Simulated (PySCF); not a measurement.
Si(F)2(OH)(OSiH3) (F₂H₄O₂Si₂), SMILES O[Si](F)(F)O[SiH3].

Coordinates come from a PBE-D3(BJ)/def2-SVP optimisation. This is a generated structure with no PubChem entry under its InChIKey; it may be hypothetical. One conformer was computed; it need not be the lowest.

Method: PBE/def2-TZVP (PySCF).

Gas-phase values at a fixed geometry.

```
Quantity                                                                                                         Value
---------------------------------------------------------------------------------------------  -----------------------
total energy                                                                                        -931.33428 hartree
highest occupied level                                                                                        -7.93 eV
lowest empty level                                                                                            -1.25 eV
orbital gap                                                                                                    6.68 eV
dipole moment                                                                                                   0.75 D
quadrupole, principal values (traceless, Buckingham form, about the centre of nuclear charge)  -7.14, -5.95, 13.10 D·Å
mean static polarisability                                                                        55.0 bohr³ (8.15 Å³)
polarisability, principal values                                                                50.0, 52.2, 62.8 bohr³
```
